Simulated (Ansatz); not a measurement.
Consider the formal exchange of groups at the Si–Al bond: `O[SiH](O)[AlH2]` + `C/C=C/CF` → `O[SiH](O)CF` + `C/C=[CH]/[AlH2]`.

Gas-phase electronic energies from Ansatz, PBE0-D4/def2-TZVP geometries. CBS: MP2 limit from def2 TZ/QZ plus the TZ coupled-cluster correction, frozen cores. Double bonds are as drawn, so ΔE can hold a change between cis and trans. One conformer a species, not always the lowest.

```csv
level,ΔE (eV)
SCS-MP2/def2-TZVPP,-0.52
SCS-MP2/def2-QZVPP,-0.53
```

Question: What does CCSD(T)/CBS give? (Best estimate.)

Answer: Computed: -0.48 eV. The listed levels differ from it by -0.04, -0.05 eV.

Largest T1 diagnostic among the species: 0.013.

From PBE to PBE0 (25 % exact exchange), in def2-TZVPP and without D4, ΔE moves by −0.05 eV.
